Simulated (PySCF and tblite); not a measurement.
Results of a calculation; reference values are marked as such.
C₅H₆O₂, numbered as in [CH3:1][O:2][c:3]1[cH:4][cH:5][o:6][cH:7]1.

First level. Geometries PBE0-D3(BJ)/def2-SVP; weights from B3LYP-D3(BJ)/def2-TZVP (IEF-PCM, chloroform) energies and GFN2-xTB thermal corrections, with symmetry numbers and mirror pairs. Conformers within 3 kcal/mol (GFN2-xTB free energy) were kept, 8 at most. GIAO shieldings: PBE0/pcSseg-1 (IEF-PCM, chloroform). Shifts are against TMS (¹H), TMS (¹³C) at the same level. Run with PySCF (density fitting) and tblite.

It gives, at 298.15 K, with 2 conformers (largest weight 92 %): ¹H: 7.35 (H5, 1H), 7.14 (H7, 1H), 6.50 (H4, 1H), 3.71 (H1, 3H) ppm. ¹³C: 157.4 (C3), 147.2 (C5), 125.3 (C7), 109.1 (C4), 57.7 (C1) ppm.

Second level: PBE0-D3(BJ)/def2-SVP geometries, energies LC-wPBE-D3(BJ)/pcSseg-1, shieldings LC-wPBE/pcSseg-1, on up to 4 of the same conformers.

(1) How do the averaged shifts change?

Shifts are unscaled: against experiment ¹³C can be off by 15 ppm or more and ¹H by 0.8 ppm.

## Answers

(1) 
```csv
signal,first,second,change (ppm)
H1,3.71,3.56,-0.15
H4,6.50,6.41,-0.09
H5,7.35,7.22,-0.13
H7,7.14,6.93,-0.22
C1,57.7,56.6,-1.1
C3,157.4,160.7,3.3
C4,109.1,113.1,3.9
C5,147.2,151.8,4.6
C7,125.3,128.3,3.1
```

The largest weight becomes 93 %.
